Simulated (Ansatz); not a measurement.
`N#Cc1cscn1`. Charge 0, multiplicity 1.

```json
{"atom": "N1", "x (Å)": "-1.3911", "y (Å)": "1.5512", "z (Å)": "2.3293"}
{"atom": "C2", "x (Å)": "-0.9041", "y (Å)": "0.9718", "z (Å)": "1.4624"}
{"atom": "C3", "x (Å)": "-0.2673", "y (Å)": "0.2661", "z (Å)": "0.4022"}
{"atom": "C4", "x (Å)": "1.0889", "y (Å)": "0.2262", "z (Å)": "0.2241"}
{"atom": "S5", "x (Å)": "1.4491", "y (Å)": "-0.7119", "z (Å)": "-1.1418"}
{"atom": "C6", "x (Å)": "-0.2314", "y (Å)": "-0.9858", "z (Å)": "-1.3806"}
{"atom": "N7", "x (Å)": "-1.0097", "y (Å)": "-0.4253", "z (Å)": "-0.5140"}
{"atom": "H8", "x (Å)": "1.8516", "y (Å)": "0.6964", "z (Å)": "0.8243"}
{"atom": "H9", "x (Å)": "-0.5859", "y (Å)": "-1.5887", "z (Å)": "-2.2058"}
```

Question: List the harmonic frequencies (cm⁻¹, unscaled) at PBE0-D4/def2-TZVP in Ansatz. (Estimate.)

Answer: Ansatz gave: 157, 172, 450, 505, 533, 568, 668, 705, 783, 852, 853, 916, 962, 1155, 1256, 1366, 1491, 1534, 2377, 3242, 3282.

Question: Is this a minimum?

Answer: Yes, all 21 modes are real.

Question: Give the ideal-gas thermochemistry at 298.15 K and 1 bar (rigid rotor, harmonic oscillator; point group Cs, symmetry number 1).

Answer: Zero-point energy 142.5 kJ/mol; H(298) − E = 159.5 kJ/mol; entropy 320.5 J/(mol·K), of which translation 167.5, rotation 115.0, vibration 38.1; G(298) − E = 63.9 kJ/mol.

Question: And at 400, 500, 600, 800 and 1000 K?

Answer: 
```tsv
T (K)	H − E (kJ/mol)	S (J/mol/K)	G − E (kJ/mol)
400	169.9	350.3	29.7
500	182.0	377.2	-6.7
600	195.5	401.9	-45.6
800	225.7	445.1	-130.4
1000	258.7	482.0	-223.3
```
